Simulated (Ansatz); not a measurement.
The same path of BrCl$_{3}$FH$_{2}$OTa (9 atoms, charge 0, multiplicity 1) was run twice with different band settings. Lost on the way: Br8–H9. Made: F2–H9.

All numbers below come from Ansatz 0.2.0, RKS PBE/def2-SVP.

Relaxed end points:

```xyz
9
Properties=species:S:1:pos:R:3
Ta -0.136 -0.022 0.159
F 1.668 -0.576 0.412
Cl -0.359 -0.180 2.509
Cl 0.439 0.468 -2.065
Cl -1.750 1.684 0.140
O -1.105 -1.576 -0.199
H -1.621 -2.210 0.329
Br 1.558 2.571 0.849
H 2.781 1.817 0.950
```

```xyz
9
Properties=species:S:1:pos:R:3
Ta -0.295 0.529 0.212
F 1.830 -0.503 0.496
Cl -0.474 0.176 2.547
Cl 0.395 0.753 -2.019
Cl -2.246 1.693 -0.016
O -0.789 -1.267 -0.050
H -0.643 -2.125 0.387
Br 1.449 2.364 0.823
H 2.247 0.358 0.705
```

Common settings: movable images 5; climbing image yes; spring 5.0 eV/Å²; optimiser quadratic models (default); start path through a guess of the saddle point; iteration limit 60; end points relaxed.

| run | force threshold |
| --- | --- |
| 1 | 0.03 eV/Å |
| 2 | 0.5 eV/Å |

(1) What does each run give, and how far can it be trusted?

## Answers

(1) Run 1: converged after 19 iterations, highest image 0.347 eV above the first end. A vibrational analysis at the climbing image gives one clearly imaginary mode, 368i cm⁻¹: a first-order saddle point.
Run 2: converged after 6 iterations, highest image 0.543 eV above the first end. The threshold of 0.5 eV/Å is loose, so the images may lie well off the minimum-energy path. The order of the stationary point at the top wasn't checked. Another band between the same ends, with other settings, climbed to 0.347 eV only, so this may not be the lowest route.
The orbitals stay closed-shell, which can raise the energy where a bond breaks towards radicals; this wasn't checked here.
